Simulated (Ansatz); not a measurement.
Consider the isomerisation: `F[CH2][GaH][SiH3]` → `FC[SiH2][GaH2]`.

Isolated molecules relaxed with PBE0-D4/def2-TZVP in Ansatz; ΔE leaves out vibrations. CCSD(T)/CBS adds triple-zeta CCSD(T) − MP2 to the extrapolated MP2 energy (def2 sets, frozen cores). DFT in def2-TZVPP. For Ga outer-core shells are correlated without core-valence functions, which leaves a few kJ/mol of doubt a bond. Scalar relativity is left out up to krypton. One conformer a species, not always the lowest.

CCSD(T)/CBS gives -5.6 kJ/mol.

Problem. Another level gave -8.1 kJ/mol. Which?
A. PBE/def2-TZVPP
B. LC-ωPBE/def2-TZVPP
C. revPBE/def2-TZVPP
D. ωB97M-V/def2-TZVPP

Solution. B. LC-ωPBE -8.1, PBE -4.0, ωB97M-V -13.1, revPBE 0.8 kJ/mol.

Largest T1 diagnostic among the species: 0.013.

Leaving LDA and LC-ωPBE aside and taking each functional with its dispersion term where it has one, the values, not all of them listed here, spread over 11.2 kJ/mol, from B97M-V to B2PLYP. LDA lies −8.8 kJ/mol from PBE without D4. From BLYP to BHLYP (50 % exact exchange), in def2-TZVPP and without D4, ΔE moves by −5.2 kJ/mol.

CCSD(T)/CBS has its own doubt, a few kJ/mol and more with outer-core shells, so smaller differences from it don't rank the levels.
